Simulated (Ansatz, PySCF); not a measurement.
Caution: the highest occupied level lies above zero, so the state may not be bound. This triplet is an excited state, 1.27 eV above the relaxed singlet at the level frozen-core CCSD(T)/aug-cc-pVDZ // PBE0-D3(BJ)/def2-TZVPD (Ansatz, a first-principles code).

Z-matrix (Å, degrees):
```
Al
N 1 1.8652
H 2 1.0110 1 117.15
H 2 1.0110 3 107.68 1 134.57
C 1 2.0211 2 116.94 3 -114.85
H 5 1.0954 1 110.46 2 179.93
H 5 1.0964 6 107.86 1 121.65
H 5 1.0964 6 107.87 7 116.70
```
Charge -1, spin multiplicity 3.

Q: Predict the total energy and highest occupied spin orbital from PBE0-D3(BJ)/def2-TZVPD (PySCF).

A: 
```
Item                                 Result
-----------------------------  ------------
total energy                   -338.0994 Ha
highest occupied spin orbital       1.75 eV
```
